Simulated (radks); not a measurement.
The numbers below are computed, except where a source is named.
Species: Zn3+. Configuration: [Ar] 3d9. Level of theory: scalar-relativistic Kohn-Sham, LDA (Slater exchange, Perdew-Wang correlation), spin-unpolarised, spherical densities, finite nucleus; Fermi nuclear charge, rms radius 3.9283 fm (a radial shooting solver on a logarithmic mesh with Libxc functionals). Some entries of the table are withheld. Estimate them.

orbital,occ.,eigenvalue (eV),<r> (bohr),<1/r> (bohr^-1)
1s,2,-9549.758,0.05038,(1)
2s,2,-1198.815,0.2266,6.574
2p,6,-1046.096,0.1985,(2)
3s,2,-170.5328,0.6789,2.098
3p,6,-124.9906,0.7072,1.950
3d,9,-51.0710,0.8199,(3)

Answer. 
(1) 1s <1/r> (bohr^-1): 30.18
(2) 2p <1/r> (bohr^-1): 6.457
(3) 3d <1/r> (bohr^-1): 1.601
